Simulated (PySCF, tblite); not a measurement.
Compound: C8H11FSi.
Cartesian coordinates in Å at the GFN2-xTB level; atoms count from 1:
```
atom  x, y, z in Å
C1     4.685    0.319   -0.568
C2     3.576    0.359   -0.105
Si3    1.871    0.414    0.601
C4     0.749   -1.092    0.240
C5    -0.315   -0.199   -0.446
C6    -1.503    0.032    0.451
C7    -2.839    0.377   -0.130
C8    -2.616   -0.972    0.483
C9     0.533    1.086   -0.620
F10   -0.137    2.250   -0.290
H11    5.655    0.285   -0.975
H12    1.851    0.984    1.945
H13    0.349   -1.650    1.084
H14    1.182   -1.813   -0.451
H15   -0.657   -0.606   -1.401
H16   -1.241    0.506    1.391
H17   -2.925    0.440   -1.204
H18   -3.459    1.089    0.394
H19   -2.549   -1.824   -0.177
H20   -3.084   -1.193    1.430
H21    0.865    1.224   -1.654
```

Computed, not measured: PBE0/pcSseg-1 in PySCF (dipole) on a GFN2-xTB geometry, gas phase.

Take the most abundant isotopes and a rigid rotor. The values belong to one conformer with, in the numbering `[CH:1]#[C:2][Si@@H:3]1[CH2:4][C@@H:5]([CH:6]2[CH2:7][CH2:8]2)[C@H:9]1[F:10]`, C4–C5–C6–C7 -156°, C2–Si3–C4–C5 -122°, Si3–C4–C5–C6 -104°, C5–C6–C7–C8 109°, C4–C5–C9–F10 -136°.

(1) What are A, B and C (MHz)?

(2) Classify the top.

(3) What does the inertial defect say?

(4) Give the other two planar moments, Paa and Pbb, and the rms extents of the mass along the axes.

(5) Where do the levels up to J = 4 lie, in cm⁻¹?

(6) Which types of transition are allowed, and where do some lines up to J = 2 fall?

(7) Estimate the classical rotational partition function at 10 K, 25 K and 100 K.

Answers

(1) Ia = 185.19, Ib = 817.45, Ic = 926.44 u·Å²; 505379 MHz·u·Å²/I gives A = 2729, B = 618.2, C = 545.5 MHz.

(2) A near-prolate asymmetric top; Ray's κ = -0.933.

(3) Not planar: Δ = Ic − Ia − Ib = -76.20 u·Å². For a rigid frame Δ = −2 Σ m c², so Σ m c² = 38.10 u·Å² lies off the ab plane: 15.90 from hydrogen and 22.20 from heavier atoms. The atom farthest from that plane is 2.06 Å away.

(4) Paa = Σ m a² = (Ib + Ic − Ia)/2 = 779.36 and Pbb = Σ m b² = (Ia + Ic − Ib)/2 = 147.09 u·Å². With the mass M = 154.06 u, the rms extents √(P/M) along a, b and c are 2.25, 0.98, 0.50 Å.

(5) Above 0(0,0):
J = 1: 1(0,1) 0.0388, 1(1,1) 0.1092, 1(1,0) 0.1117
J = 2: 2(0,2) 0.1164, 2(1,2) 0.1844, 2(1,1) 0.1917, 2(2,1) 0.4029, 2(2,0) 0.4030
J = 3: 3(0,3) 0.2326, 3(1,3) 0.2972, 3(1,2) 0.3118, 3(2,2) 0.5194, 3(2,1) 0.5197, 3(3,1) 0.8775, 3(3,0) 0.8775
J = 4: 4(0,4) 0.3873, 4(1,4) 0.4475, 4(1,3) 0.4718, 4(2,3) 0.6746, 4(2,2) 0.6755, 4(3,2) 1.0329, 4(3,1) 1.0329, 4(4,1) 1.5342, 4(4,0) 1.5342

(6) The dipole components are |μa| = 0.78 D, |μb| = 1.58 D, |μc| = 0.66 D. Intensities carry the squares of the components, which stand as 0.24 : 1.00 : 0.18 (a : b : c). Some lines, for components of 0.1 D or more:

```json
{"type": "c", "branch": "Q", "J(Ka,Kc)": "2(1,2) ← 2(0,2)", "MHz": "2040", "lower level (cm⁻¹)": "0.116"}
{"type": "b", "branch": "Q", "J(Ka,Kc)": "1(1,0) ← 1(0,1)", "MHz": "2184", "lower level (cm⁻¹)": "0.039"}
{"type": "a", "branch": "R", "J(Ka,Kc)": "2(1,1) ← 1(1,0)", "MHz": "2400", "lower level (cm⁻¹)": "0.112"}
{"type": "b", "branch": "R", "J(Ka,Kc)": "1(1,1) ← 0(0,0)", "MHz": "3275", "lower level (cm⁻¹)": "0.000"}
{"type": "b", "branch": "R", "J(Ka,Kc)": "2(1,2) ← 1(0,1)", "MHz": "4366", "lower level (cm⁻¹)": "0.039"}
{"type": "c", "branch": "R", "J(Ka,Kc)": "2(1,1) ← 1(0,1)", "MHz": "4584", "lower level (cm⁻¹)": "0.039"}
{"type": "b", "branch": "Q", "J(Ka,Kc)": "2(2,1) ← 2(1,2)", "MHz": "6551", "lower level (cm⁻¹)": "0.184"}
{"type": "b", "branch": "R", "J(Ka,Kc)": "2(2,1) ← 1(1,0)", "MHz": "8733", "lower level (cm⁻¹)": "0.112"}
{"type": "c", "branch": "R", "J(Ka,Kc)": "2(2,0) ← 1(1,0)", "MHz": "8734", "lower level (cm⁻¹)": "0.112"}
{"type": "c", "branch": "R", "J(Ka,Kc)": "2(2,1) ← 1(1,1)", "MHz": "8805", "lower level (cm⁻¹)": "0.109"}
```

(7) Point group C1, symmetry number σ = 1; q = (√π/σ)·√((kT/h)³/(ABC)), k/h = 20836.6 MHz/K: 5560 at 10 K, 22000 at 25 K, 176000 at 100 K.

Its GFN2-xTB frequencies are all real (lowest 31 cm⁻¹). No vibrational averaging or centrifugal distortion is included, and the geometry carries the error of its method.

Hardware: one thread of an Arm Neoverse N1, no GPU, shared host with 64 logical CPUs at a one-minute load of 61. Cost: 96 s, 0.97 GiB resident at most. This is the PBE0/pcSseg-1 job that gave the dipole, with the shieldings it also computed.
